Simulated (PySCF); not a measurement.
Precursor series Zr NH2-H. Gas-phase values, no solvent. One relaxed conformer stands for each flexible species; it need not be the lowest.

Method: PySCF 2.14.0 with PBE-D3(BJ)/def2-TZVP // BP86-D3(BJ)/def2-SVP. All candidates: neutral, multiplicity 1. 

- LUMO = -3.52 eV
- HOMO–LUMO gap = 3.69 eV
- HOMO = -7.20 eV

Q: Identify which member has these values.
A. [Zr(NH2)2(H)2]
B. [Zr(NH2)3(H)]
C. [Zr(NH2)4]
D. [Zr(H)4]

A: D, [Zr(H)4]. The others give [Zr(NH2)4]: -0.85 eV, 4.49 eV, -5.34 eV; [Zr(NH2)2(H)2]: -2.20 eV, 3.87 eV, -6.06 eV; [Zr(NH2)3(H)]: -0.92 eV, 4.78 eV, -5.70 eV
